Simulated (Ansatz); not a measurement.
Cost and result for the atomization energy of C2H10BNSi, SMILES `CB[SiH](C)N` (15 atoms, 14 bonds).

```xyz
15

C     1.196   -1.621   -1.240
B     1.247   -0.621   -0.050
Si   -0.389    0.263    0.729
C    -1.642    0.826   -0.546
N     0.098    1.636    1.662
H     0.297   -1.594   -1.859
H     2.086   -1.596   -1.876
H     1.221   -2.613   -0.757
H     2.315   -0.451    0.479
H    -1.077   -0.812    1.535
H    -2.511    1.284   -0.066
H    -2.001   -0.024   -1.133
H    -1.207    1.559   -1.228
H     0.955    1.580    2.189
H    -0.586    2.185    2.159
```

Charge 0, multiplicity 1. The geometry is a stationary point of PBE0-D4/def2-TZVP. It is one conformer, not always the lowest. Program: Ansatz. All runs use 4 threads of an Arm Neoverse V2 on a shared host. Times are those of one run each, without the atoms' runs, and a repeat can differ threefold. Electronic energies, without spin–orbit coupling; frozen cores. CCSD(T)/CBS adds CCSD(T) − MP2 in def2-TZVPP to the MP2 limit, and its time is that of the two runs behind it. T1 = 0.010. B3LYP takes the VWN-RPA correlation (the form of Gaussian; ORCA's B3LYP/G). HSE06 is the plane-wave form, built on full-range PBE exchange.

CCSD(T)/CBS is a level of theory with its own doubt, some kJ/mol a heavy atom from the limit and from the frozen cores, so smaller differences don't rank the functionals.

```tsv
level	functions	wall time	atomization (kcal/mol)	difference from CCSD(T)/CBS	per bond
BLYP-D4/def2-TZVPP	306	3.8 s	1289.7	-2.1	-0.1
PBE-D4/def2-TZVPP (with forces)	306	4 s	1308.2	16.4	1.2
revPBE-D4/def2-TZVPP	306	4.5 s	1282.6	-9.2	-0.7
HSE06-D4/def2-TZVPP	306	4.5 s	1296.5	4.7	0.3
r2SCANh-D4/def2-TZVPP	306	7 s	1291.1	-0.7	-0.1
B3LYP-D4/def2-TZVPP (with forces)	306	7.5 s	1298.7	6.9	0.5
B2PLYP/def2-TZVPP	306	8.5 s	1281.7	-10.1	-0.7
CCSD(T)/def2-SVP	124	13 s	1220.9	-70.9	-5.1
B97M-V/def2-TZVPP	306	14 s	1299.4	7.6	0.5
ωB97M-V/def2-TZVPP (with forces)	306	18 s	1298.7	6.9	0.5
MP2/def2-QZVPP	598	40 s	1286.2	-5.6	-0.4
CCSD(T)/def2-TZVPP	306	18 min	1260.8	-31.0	-2.2
CCSD(T)/CBS(def2)	–	19 min	1291.8	0.0	0.0
```

From r2SCAN to r2SCAN0 (25 % exact exchange), in def2-TZVPP and without D4, the atomization energy moves by −11.5 kcal/mol: exact exchange takes away binding that semilocal exchange gives to molecules. The D4 term adds +10.8 kcal/mol with B3LYP and +5.7 kcal/mol with PBE0; it sums over pairs of atoms, weighted by their polarisabilities, and B3LYP, whose exchange is more repulsive, gets the larger term. Leaving LDA and LC-ωPBE aside and taking each functional with its dispersion term where it has one, the values, not all of them listed here, spread over 34.4 kcal/mol, from BHLYP-D4 to PBE-D4. LDA lies +151.3 kcal/mol from PBE without D4, its usual overbinding.
